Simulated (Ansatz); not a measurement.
`[F][Nb]([F])([F])([F])[F]` from Hartree–Fock to CCSD(T)

```xyz
6

F     1.3293    1.1073   -0.6935
Nb   -0.0001    0.0001    0.0001
F    -0.5908   -0.3525   -1.6964
F     1.2821   -1.0609    0.7629
F    -0.6917    1.4144    0.9343
F    -1.3288   -1.1084    0.6926
```

Charge 0, multiplicity 1. Correlated methods include outer-core shells of Nb, which these sets cover unevenly. Nb takes the def2 core potential. Geometry: relaxed with PBE0-D4/def2-TZVP. Frozen core, restricted reference, Ansatz 0.2.0.

```tsv
basis	HF (Eh)	MP2 corr.
def2-SVP	-553.42757	-1.26729
def2-TZVPP	-554.09314	-1.71411
def2-QZVPP	-554.12113	-1.88119
```

(1) Estimate the CCSD correlation energy and the (T) correction in each basis where they were run (hartree).

Answers

(1) 
```csv
basis,CCSD corr.,(T)
def2-SVP,-1.24591,-0.03736
def2-TZVPP,-1.68481,-0.06682
```
